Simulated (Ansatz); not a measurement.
Program: Ansatz 0.2.0.

Basis-set series for CH2OZn. Total charge 0; spin multiplicity 1. The bonds changed during the relaxation, so this is another structure than the one it started from. The structure was optimised at the PBE0-D4/def2-TZVP level.

```tsv
atom	x (Å)	y (Å)	z (Å)
C1	-0.328	-0.070	-0.672
O2	0.705	-0.639	-0.472
Zn3	1.290	0.293	2.684
H4	-0.855	-0.139	-1.644
H5	-0.813	0.556	0.104
```

```csv
functional,basis,functions,energy (Eh),HOMO (eV),LUMO (eV)
PBE0-D4,def2-SVP,69,-1893.16840,-6.01,-1.07
PBE0-D4,def2-QZVPP,274,-1893.61468,-6.28,-1.46
ωB97M-V,def2-SVP,69,-1893.40576,-8.10,1.43
ωB97M-V,def2-QZVPP,274,-1893.85454,-8.38,0.69
```

Question: Give the rows for def2-TZVPP. (An estimate is asked.)

Answer: The calculation gave: 
```csv
functional,basis,functions,energy (Eh),HOMO (eV),LUMO (eV)
PBE0-D4,def2-TZVPP,154,-1893.56669,-6.28,-1.38
ωB97M-V,def2-TZVPP,154,-1893.80783,-8.37,0.96
```

Positive LUMOs are unbound and depend on the basis. Scalar relativity is left out up to krypton.
